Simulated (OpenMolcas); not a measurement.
**Cr4+: moving the ligands**

Cr4+ with 3 ligands (sulfide) in trigonal planar coordination (D3h) at 2.14 Å. A charge of +0.667 e stands 2.4 Å behind each ligand. Ligand basis ANO-RCC-VDZP.
```
Cr    0.0000    0.0000    0.0000
S     2.1400    0.0000    0.0000
S    -1.0700    1.8533    0.0000
S    -1.0700   -1.8533    0.0000
```

```
Program             : OpenMolcas 26.06
Method              : SS-CASPT2, IPEA 0.25 Eh, imaginary shift 0.1 Eh (closed shells correlated: 3s 3p and the ligand valence shells)
Basis               : ANO-RCC-VTZP [6s5p3d2f1g]
Scalar Hamiltonian  : DKH2, point nucleus
Active space        : 2 electrons in 5 orbitals (3d)
State averaging     : 2S+1 = 3 even, 10 roots; 2S+1 = 1 even, 15 roots
Spin-orbit coupling : state interaction with AMFI integrals over the reference wave functions
```

Runs around this geometry, states (labels of D3, the rotations of D3h). Energies in cm-1 above the lowest state or level, χT in cm3 K/mol.

```tsv
R (Å)	Ground state	First state of that spin	First gap with spin-orbit (degeneracies)	χT at 300 K	First state of another spin
2.11	2S+1 = 1	1E 7320	4430 (1, 1)	0.062	3E 4520
2.14	2S+1 = 1	1E 7310	4250 (1, 1)	0.063	3E 4330
2.21	2S+1 = 1	1E 7280	4060 (1, 1)	0.066	3E 4150
```

Taking the first state of the same spin as R^-n, n = -ln(7280 / 7320) / ln(2.21 / 2.11) = 0.1 between the shortest and longest distance.

Roots that are degenerate in the reference are averaged as groups; the widest CASPT2 spread within a group is 600 cm-1 (the 2-fold group of multiplicity 1 near 14700 cm-1 above the lowest state of its run, R = 2.21). Shifts and gaps below about the spread of the groups concerned are not significant. Over all roots computed the reference weight is 0.61 to 0.65 in R = 2.11, 0.61 to 0.64 in R = 2.14, 0.59 to 0.63 in R = 2.21; a low but even weight reflects the number of correlated electrons. The sulfide ions are held by bare point charges, a crude embedding. Ligand-to-metal charge-transfer states are missing. This ion would oxidise such ligands; the complex is a model and need not exist. With no ligand orbital active B as a rule stays too high, so bands that hang on it stand too high and its fall with covalency is understated. The least metal-like active orbital is 73 % on the metal (Löwdin) and no ligand orbital is active, so the numbers are rough (holds for R = 2.11). The least metal-like active orbital is 74 % on the metal (Löwdin) and no ligand orbital is active, so the numbers are rough (holds for R = 2.14). The least metal-like active orbital is 75 % on the metal (Löwdin) and no ligand orbital is active, so the numbers are rough (holds for R = 2.21). No measured value stands beside these numbers; the geometry is a model, was not optimised and need not be the one that this ion takes.

A state without a sure symmetry label is named by its multiplicity alone.
